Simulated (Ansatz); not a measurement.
Consider the redistribution: `[SiH3][SiH2]SCS` + `F[SiH](Cl)C[SiH3]` → `F[SiH](Cl)[SiH2][SiH3]` + `[SiH3]CSCS`.

Gas-phase electronic energies from Ansatz, PBE0-D4/def2-TZVP geometries. CCSD(T)/CBS adds triple-zeta CCSD(T) − MP2 to the extrapolated MP2 energy (def2 sets, frozen cores). Functionals use def2-TZVPP. B3LYP here is the variant with VWN-RPA as its local correlation; programs differ in this. One conformer a species, not always the lowest.

| level | ΔE (kJ/mol) | difference from CCSD(T)/CBS |
| --- | --- | --- |
| PBE-D4 | 117.7 | -11.8 |
| r2SCAN-D4 | 129.7 | 0.2 |
| PBE0-D4 | 124.1 | -5.4 |
| B3LYP-D4 | 126.1 | -3.4 |
| ωB97X-V | 126.2 | -3.3 |
| ωB97M-V | 135.1 | 5.6 |
| B2PLYP | 125.7 | -3.8 |
| PBE | 112.8 | -16.7 |
| r2SCAN | 128.8 | -0.7 |
| PBE0 | 119.8 | -9.7 |
| B3LYP | 117.8 | -11.7 |
| HF/def2-TZVPP | 127.5 | -2.0 |
| MP2/def2-TZVPP | 138.4 | 8.9 |
| SCS-MP2/def2-TZVPP | 132.8 | 3.3 |
| CCSD/def2-TZVPP | 128.2 | -1.3 |
| CCSD(T)/def2-TZVPP | 128.5 | -1.0 |
| HF/def2-QZVPP | 127.0 | -2.5 |
| MP2/def2-QZVPP | 138.8 | 9.3 |
| SCS-MP2/def2-QZVPP | 133.2 | 3.7 |
| HF/CBS(def2) | 126.9 | -2.6 |
| MP2/CBS(def2) | 139.4 | 9.9 |
| CCSD/CBS(def2) | 129.2 | -0.3 |
| CCSD(T)/CBS | 129.5 | 0 |

Largest T1 diagnostic among the species: 0.012.

The D4 term adds +8.2 kJ/mol with B3LYP and +4.3 kJ/mol with PBE0; it sums over pairs of atoms, weighted by their polarisabilities, and B3LYP, whose exchange is more repulsive, gets the larger term. From PBE to PBE0 (25 % exact exchange), in def2-TZVPP and without D4, ΔE moves by +7.0 kJ/mol.
